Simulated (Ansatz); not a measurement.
Ansatz results at the PBE0-D4/def2-TZVP geometry: HOMO energy (PBE0/def2-TZVPP) -6.16 eV; HOMO–LUMO gap (B3LYP/def2-TZVPP) 6.47 eV; HOMO energy (ωB97M-V/def2-TZVPP) -8.36 eV.

Q: Which molecule gave them?
A. `BrC(Br)=C(Br)Br`
B. `CC(C)=C(C)C`
C. `C/C=C/CCC`
D. `C/C=C(/C)CC`

A: B. The others give `C/C=C/CCC`: -6.90, 7.07, -9.13; `C/C=C(/C)CC`: -6.59, 6.90, -8.80; `BrC(Br)=C(Br)Br`: -7.22, 5.66, -9.29.

B3LYP here is the variant with VWN-RPA as its local correlation; programs differ in this.
